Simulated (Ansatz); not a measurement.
Reaction (cleavage of the Si–Ge bond): `[SiH3][GeH2][GaH2]` + `[NH2][SbH][OH]` → `[OH][SbH][NH][SiH3]` + `[GaH2][GeH3]`

Calculated with Ansatz (gas phase, PBE0-D4/def2-TZVP geometries, no zero-point term in ΔE). CBS: MP2 limit from def2 TZ/QZ plus the TZ coupled-cluster correction, frozen cores. DFT in def2-TZVPP. B3LYP here is the variant with VWN-RPA as its local correlation; programs differ in this. def2 core potentials past Kr. For Ga, Ge, Sb outer-core shells are correlated without core-valence functions, which leaves a few kJ/mol of doubt a bond. Scalar relativity is left out up to krypton. One conformer a species, not always the lowest.

`[SiH3][GeH2][GaH2]`:

```xyz
10

Si   -1.468   -0.297   -1.009
Ge    0.198   -0.722    0.642
Ga    1.794    1.120    0.729
H    -2.452   -1.410   -1.087
H    -0.829   -0.131   -2.342
H    -2.194    0.959   -0.681
H     0.879   -2.058    0.284
H    -0.523   -0.922    1.990
H     1.533    2.349    1.672
H     3.062    1.112   -0.199
```

`[NH2][SbH][OH]`:

```xyz
7

N    -1.099    0.540   -0.223
Sb    0.905    0.529   -0.083
O     1.083   -1.123    0.975
H    -1.546    1.443   -0.180
H    -1.546   -0.053   -0.906
H     1.184   -0.396   -1.499
H     1.020   -0.939    1.915
```

`[OH][SbH][NH][SiH3]`:

Z-matrix (Å, degrees):
```
Si
N 1 1.728
H 1 1.490 2 114.2
H 1 1.484 2 107.3 3 120.4
H 1 1.490 2 109.6 3 -120.2
Sb 2 2.015 1 127.3 3 -87.9
H 2 1.010 1 117.0 3 71.5
O 6 1.973 2 99.7 1 50.2
H 6 1.709 2 92.7 1 -39.4
H 8 0.960 6 111.5 2 99.4
```

`[GaH2][GeH3]`:

```xyz
7

Ga    1.260    0.078    0.634
Ge   -0.927   -0.078   -0.446
H     2.528   -0.554   -0.047
H     1.426    0.833    2.003
H    -2.098    0.022    0.549
H    -1.089    1.083   -1.449
H    -1.100   -1.384   -1.244
```

```json
{"level": "PBE0-D4", "ΔE (kJ/mol)": "-24.6"}
{"level": "B3LYP-D4", "ΔE (kJ/mol)": "-35.4"}
{"level": "CCSD(T)/def2-TZVPP", "ΔE (kJ/mol)": "-37.5"}
{"level": "SCS-MP2/def2-QZVPP", "ΔE (kJ/mol)": "-44.2"}
```

(1) What does CCSD(T)/CBS give? (An estimate is asked.)

Largest T1 diagnostic among the species: 0.014.

Results:

(1) The calculation gave: -34.9 kJ/mol. The listed levels differ from it by 10.3, -0.5, -2.6, -9.3 kJ/mol.

In def2-TZVPP, CCSD(T) changes the Hartree–Fock value by +12.0 kJ/mol (the triples alone add +1.2 kJ/mol) and MP2 by +7.9 kJ/mol. From PBE to PBE0 (25 % exact exchange), in def2-TZVPP and without D4, ΔE moves by −4.9 kJ/mol.
